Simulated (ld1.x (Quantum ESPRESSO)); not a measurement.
The numbers below are computed, except where a source is named.
Potentials for arsenic (As) compared

Generated with ld1.x 7.5 (TM, RRKJ, ultrasoft, PAW), atompaw 4.2 or ONCVPSP 4.0.1. The cutoff is in Ry: for ld1.x and atompaw files where the sum of valence levels is converged to 10 mRy in a Bessel basis, for ONCV files where the hardest occupied wave has 1 mHa per electron of residual kinetic energy. The error is the largest all-electron minus pseudo excitation energy over each file’s own four to seven test configurations (ionisations up to +4, promotions, holes and added fractions of an electron), all of which were solved. The labels leave out finer settings (local radius, basis sizes, second energies), which also bear on the numbers. Spin-polarised tests are not counted. The rows are a selection from randomly drawn settings: files with unsolved tests, undetermined cutoffs or missed reference levels are left out.

A true bound ghost makes a file unfit for plane-wave use even where its test errors are small: the radial tests pick states by their node count and pass the ghost by.

```csv
potential,cutoff (Ry),largest error (meV),bound ghosts
"TM, PW91, scalar-relativistic, rc 1.60/1.80 (sp), local smoothed, core correction yes, reference 4s2 4p3",30,-306,none
"TM semilocal, PBE, scalar-relativistic, rc 1.70/1.75/1.75 (spd), local d, core correction yes, reference 4s2 4p2.5",35,-78,none
```

Fill in the row for As: TM, PBE, scalar-relativistic, rc 1.25/1.35/1.30 (spd), local smoothed, core correction yes, reference 4s2 4p2.5.

cutoff 70 Ry, largest error -107 meV, bound ghosts: d, s.

Fill in the row for As: ultrasoft, LDA (PZ), scalar-relativistic, rc 1.90/1.05/1.20/1.70 (spdf), local smoothed, core correction yes, reference 3p6 3d10 4s2 4p2.5.

cutoff 120 Ry, largest error -37 meV, bound ghosts: none.

Fill in the row for As: TM, LDA (PZ), scalar-relativistic, rc 1.35/1.55/1.15 (spd), local p, core correction yes, reference 4s2 4p3.

cutoff 40 Ry, largest error -110 meV, bound ghosts: none.
